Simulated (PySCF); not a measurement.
# Relaxation of doublet GeS₂⁻

These are results of UB3LYP/[Ge def2-SVPD, S def2-SVPD], no relativity, density fitting, PySCF, not measurements. A (50,194) grid was used.

A start displaced from a saddle point along its imaginary mode, of C2v symmetry, held to at least that symmetry:

```xyz
3
charge -1 multiplicity 2, angstrom
Ge    0.0000    0.1038    0.0000
S     0.0000   -0.1200    2.1967
S     0.0000   -0.1200   -2.1967
```

**Question.** What forces act on the atoms at the start (eV/Å)?

**Answer.** 
| atom | Fx | Fy | Fz |
| --- | --- | --- | --- |
| Ge1 | 0.00 | 0.94 | 0.00 |
| S2 | 0.00 | -0.47 | -0.46 |
| S3 | 0.00 | -0.47 | 0.46 |

**Question.** What does it relax to?

**Answer.** It ends at C2v with Ge–S 2.144 Å (×2); S–Ge–S 130.9°. A frequency run shows a minimum.

**Question.** How much energy is released, and in how many steps?

**Answer.** 56.8 kJ/mol in 6 steps.
